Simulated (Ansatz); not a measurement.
phosphorus nitride (NP), singlet, at a GFN2-xTB geometry, atoms displaced at random by about 0.02 Å a coordinate; B3LYP/cc-pVTZ run with Ansatz (a first-principles code).

Input for Ansatz:
Ansatz 0.2 input:
```yaml
crystal:
  periodic: [false, false, false]
  atoms:
    - {symbol: N, position_ang: [0.00302798, -0.04657320, -0.97725662]}
    - {symbol: P, position_ang: [-0.01718258, -0.01139956, 0.44711937]}
basis:
  gaussian:
    orbitals: cc-pVTZ
hamiltonian:
  xc: b3lyp
relax: {max_displacement: 0.02}
```

What the program printed (banner, timings and long lists left out):

```
Functional definition: B3LYP
443 factors; their error is unknown
mean field evaluation 1: about -10766.8049 eV, gradient 7.5e1 eV
mean field evaluation 2: about -10693.9946 eV, gradient 1.5e2 eV
mean field evaluation 4: about -10778.5526 eV, gradient 5.6e0 eV
mean field evaluation 8: about -10778.6352 eV, gradient 2.2e-2 eV
mean field evaluation 16: about -10778.6979 eV, gradient 3.1e-5 eV
mean field -10778.69794295 eV, -396.1098433395 hartree, gradient 3.1e-5 eV, S^2 0.000000; 0 other end points of the search recorded, 0 dependent functions left out
the calculation of the forces begins
reference -10778.69808919 eV, -396.1098487139 hartree; 11, 11 occupied and 53, 53 virtual orbitals, 443 factors
relax step   1: F+E_penalty+E_count = -10778.69794295 eV  Δ(F+E_penalty+E_count) = +0.000e0 eV  max|allowed force component| = 5.261e0 eV/Å  Δτ_max = 0.0000 Å  (26 SCF iters, accepted)
these checks for a lower state are left out or cut short: starts, cluster_reference, orbital_swaps, neighbouring_geometries, increment
443 factors; their error is unknown
mean field -10778.82727448 eV, -396.1145961856 hartree, gradient 5.7e-6 eV, S^2 0.000000; 0 other end points of the search recorded, 0 dependent functions left out
the calculation of the forces begins
reference -10778.82742021 eV, -396.1146015409 hartree; 11, 11 occupied and 53, 53 virtual orbitals, 443 factors
relax step   2: F+E_penalty+E_count = -10778.82727448 eV  Δ(F+E_penalty+E_count) = -1.293e-1 eV  max|allowed force component| = 2.027e0 eV/Å  Δτ_max = 0.0180 Å  (28 SCF iters, accepted)
these checks for a lower state are left out or cut short: starts, cluster_reference, orbital_swaps, neighbouring_geometries, increment
443 factors; their error is unknown
mean field evaluation 32: about -10778.8480 eV, gradient 7.3e-6 eV
mean field -10778.84804307 eV, -396.1153594173 hartree, gradient 7.3e-6 eV, S^2 0.000000; 0 other end points of the search recorded, 0 dependent functions left out
the calculation of the forces begins
reference -10778.84818854 eV, -396.1153647633 hartree; 11, 11 occupied and 53, 53 virtual orbitals, 443 factors
relax step   3: F+E_penalty+E_count = -10778.84804307 eV  Δ(F+E_penalty+E_count) = -2.077e-2 eV  max|allowed force component| = 8.796e-1 eV/Å  Δτ_max = 0.0200 Å  (28 SCF iters, accepted)
these checks for a lower state are left out or cut short: starts, cluster_reference, orbital_swaps, neighbouring_geometries, increment
443 factors; their error is unknown
mean field -10778.85347679 eV, -396.1155591028 hartree, gradient 1.2e-5 eV, S^2 0.000000; 0 other end points of the search recorded, 0 dependent functions left out
the calculation of the forces begins
reference -10778.85362233 eV, -396.1155644512 hartree; 11, 11 occupied and 53, 53 virtual orbitals, 443 factors
relax step   4: F+E_penalty+E_count = -10778.85347679 eV  Δ(F+E_penalty+E_count) = -5.434e-3 eV  max|allowed force component| = 2.370e-1 eV/Å  Δτ_max = 0.0082 Å  (28 SCF iters, accepted)
these checks for a lower state are left out or cut short: starts, cluster_reference, orbital_swaps, neighbouring_geometries, increment
443 factors; their error is unknown
mean field -10778.85387459 eV, -396.1155737215 hartree, gradient 5.3e-6 eV, S^2 0.000000; 0 other end points of the search recorded, 0 dependent functions left out
the calculation of the forces begins
reference -10778.85402011 eV, -396.1155790693 hartree; 11, 11 occupied and 53, 53 virtual orbitals, 443 factors
relax step   5: F+E_penalty+E_count = -10778.85387459 eV  Δ(F+E_penalty+E_count) = -3.978e-4 eV  max|allowed force component| = 2.615e-3 eV/Å  Δτ_max = 0.0017 Å  (29 SCF iters, accepted)
443 factors; their error is unknown
mean field evaluation 64: about -10778.8539 eV, gradient 1.4e-1 eV
mean field -10778.85387459 eV, -396.1155737215 hartree, gradient 5.3e-6 eV, S^2 0.000000; 1 other end points of the search recorded, 0 dependent functions left out
the calculation of the forces begins
reference -10778.85402011 eV, -396.1155790693 hartree; 11, 11 occupied and 53, 53 virtual orbitals, 443 factors
Total energy: -10778.85402011 eV, -396.1155790693 hartree
Atom 0 at     0.003474    -0.047350    -1.008719 Å, force    -0.000037     0.000065     0.002615 eV/Å
Atom 1 at    -0.017629    -0.010623     0.478582 Å, force     0.000037    -0.000065    -0.002615 eV/Å
Dipole moment:    -0.008139     0.014166     0.573644 e Å
```
